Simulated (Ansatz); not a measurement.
Au₅Cl₄⁺, 9 atoms. Hardware: 4 threads of Arm Neoverse V1 on a shared host.

In the def2 sets Au takes a core potential; there is no spin–orbit coupling. Correlated methods freeze 20 core orbitals; core or outer-core shells of Au are correlated, in sets that lack core-valence functions.

Question: How many basis functions does each of these Ansatz runs have, and roughly what does it cost? PBE-D4/def2-SVP, charge 1 singlet, energy, from earlier orbitals; LDA (SPW92)/def2-TZVP, charge 1 singlet, energy, from earlier orbitals; MP2/def2-SVP, charge 1 singlet, energy, from earlier orbitals; PBE0-D4/def2-TZVP, charge 1 singlet, energy, from earlier orbitals; PBE0-D4/def2-SVP, charge 1 singlet, relaxation, 18 steps; r2SCAN-D4/def2-TZVP, charge 1 singlet, energy, from earlier orbitals; PBE0-D4/def2-SVP, charge 1 singlet, energy, from earlier orbitals; PBE-D4/def2-TZVP, charge 1 singlet, energy and forces, from earlier orbitals; RPA@PBE/def2-SVP, charge 1 singlet, energy, from earlier orbitals.

Answer: Other jobs shared the machine, so times can vary by a factor of up to 3. A dash marks memory too small to be measured apart from the calling script's.

```tsv
run	functions	fitting or Cholesky vectors	wall time	peak host memory (GiB)
PBE-D4/def2-SVP, charge 1 singlet, energy, from earlier orbitals	232	2380	6.5 s	–
LDA (SPW92)/def2-TZVP, charge 1 singlet, energy, from earlier orbitals	348	2814	6.5 s	0.92
PBE0-D4/def2-SVP, charge 1 singlet, energy, from earlier orbitals	232	2262	11 s	1
MP2/def2-SVP, charge 1 singlet, energy, from earlier orbitals	232	2262	12 s	0.96
PBE-D4/def2-TZVP, charge 1 singlet, energy and forces, from earlier orbitals	348	2814	13 s	0.93
RPA@PBE/def2-SVP, charge 1 singlet, energy, from earlier orbitals	232	2262	20 s	1
r2SCAN-D4/def2-TZVP, charge 1 singlet, energy, from earlier orbitals	348	2814	25 s	1
PBE0-D4/def2-TZVP, charge 1 singlet, energy, from earlier orbitals	348	2712	27 s	1.8
PBE0-D4/def2-SVP, charge 1 singlet, relaxation, 18 steps	232	2505	3.5 min	1
```
